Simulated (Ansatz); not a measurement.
Cost and result for the atomization energy of C2H8OSSi, SMILES `CO[SiH](C)S` (13 atoms, 12 bonds).

Cartesian coordinates in Å:
```
C 0.746 0.376 1.969
O 0.059 -0.395 1.012
Si -0.314 0.144 -0.491
C -1.105 -1.272 -1.382
S 1.422 0.756 -1.597
H 0.215 1.310 2.190
H 0.817 -0.206 2.889
H 1.758 0.619 1.627
H -1.186 1.345 -0.380
H -1.473 -0.955 -2.360
H -0.386 -2.081 -1.529
H -1.942 -1.663 -0.800
H 1.389 2.021 -1.148
```

The species carries charge 0 and has multiplicity 1. All single points use the PBE0-D4/def2-TZVP geometry. It is one conformer, not always the lowest. Program: Ansatz. All runs use 2 threads of an AMD EPYC 7R13 on a shared host and a share of an NVIDIA H100 80 GB. Times are those of one run each, without the atoms' runs, and a repeat can differ threefold. Electronic energies, without spin–orbit coupling; frozen cores. CCSD(T)/CBS adds CCSD(T) − MP2 in def2-TZVPP to the MP2 limit, and its time is that of the two runs behind it. T1 = 0.011. B3LYP takes the VWN-RPA correlation (the form of Gaussian; ORCA's B3LYP/G).

CCSD(T)/CBS is a level of theory with its own doubt, some kJ/mol a heavy atom from the limit and from the frozen cores, so smaller differences don't rank the functionals.

```
                             level  functions  wall time  atomization (kcal/mol)  difference from CCSD(T)/CBS  per bond
                PBE0-D4/def2-TZVPP        289        8 s                  1134.4                         -3.9      -0.3
                ωB97X-V/def2-TZVPP        289      8.5 s                  1141.0                          2.7       0.2
   PBE-D4/def2-TZVPP (with forces)        289        9 s                  1148.6                         10.3       0.9
 B3LYP-D4/def2-TZVPP (with forces)        289        9 s                  1134.8                         -3.5      -0.3
                 B2PLYP/def2-TZVPP        289       11 s                  1122.4                        -15.9      -1.3
r2SCAN-D4/def2-TZVPP (with forces)        289       12 s                  1139.2                          0.9       0.1
  ωB97M-V/def2-TZVPP (with forces)        289       13 s                  1141.3                          3.0       0.3
                CCSD(T)/def2-TZVPP        289       15 s                  1108.8                        -29.5      -2.5
                    MP2/def2-QZVPP        551       16 s                  1138.2                         -0.1       0.0
                 CCSD(T)/CBS(def2)          –       30 s                  1138.3                          0.0       0.0
```

In def2-TZVPP, CCSD(T) changes the Hartree–Fock value by +267.2 kcal/mol (the triples alone add +14.5 kcal/mol) and MP2 by +279.1 kcal/mol; breaking electron pairs costs correlation energy, which Hartree–Fock lacks. The D4 term adds +11.0 kcal/mol with B3LYP and +5.8 kcal/mol with PBE0; it sums over pairs of atoms, weighted by their polarisabilities, and B3LYP, whose exchange is more repulsive, gets the larger term. From PBE to PBE0 (25 % exact exchange), in def2-TZVPP and without D4, the atomization energy moves by −13.2 kcal/mol: exact exchange takes away binding that semilocal exchange gives to molecules.
